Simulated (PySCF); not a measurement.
# Computed properties of 1-silylprop-2-en-1-one (C₃H₆OSi), SMILES C=CC([SiH3])=O

C₃H₆OSi, SMILES C=CC(=O)[SiH3]. The structure is a stationary point at ωB97X-D3(BJ)/def2-SVP. Other conformers were not sampled. All values are computed for the isolated molecule unless a solvent is named; none is compared with measurement here.

**Structure.** The optimised structure has Cs symmetry. All 27 harmonic modes at ωB97X-D3(BJ)/def2-SVP (PySCF) are real, so it is a minimum. With heavy atoms numbered as in [CH2:1]=[CH:2][C:3](=[O:4])[SiH3:5], the shortest bond between them is C3–O4 at 1.218 Å and the longest C3–Si5 at 1.933 Å.

**Vibrations.** The strongest infrared lines (harmonic, unscaled, degenerate partners summed) lie at 921 cm⁻¹ (308 km/mol, H 89 %), 2280 cm⁻¹ (103 km/mol, H 96 %), 2251 cm⁻¹ (99 km/mol, H 97 %). The softest mode is at 52 cm⁻¹ and the zero-point energy is 48.6 kcal/mol.

**Electronic structure.** B3LYP/def2-TZVP (PySCF) places the frontier levels at -6.82 and -2.54 eV, a gap of 4.28 eV, and gives a dipole moment of 2.45 D and a mean polarisability of 67.8 bohr³. PBE/def2-TZVP (PySCF) at the same geometry gives -5.60 and -3.32 eV, so its gap is 2.00 eV narrower. An orbital gap is neither the optical nor the fundamental gap.

**Excitations.** TDA-PBE0/def2-SVPD (PySCF) has S1 at 2.85 eV (435 nm, f = 0.001, dark); the most intense of the 10 singlets computed lies at 5.81 eV (f = 0.33). T1 (TDA) is at 2.26 eV, 0.59 eV under S1. TDA-PBE/def2-SVPD (PySCF) puts S1 at 2.49 eV.

**NMR.** GIAO shifts at HF/pcSseg-1 (PySCF) (non-relativistic, atoms alike by connectivity averaged): ¹³C from 140.1 to 232.1 ppm against TMS; ¹H from 4.1 to 7.2 ppm against TMS; ²⁹Si at -74.2 ppm against TMS.
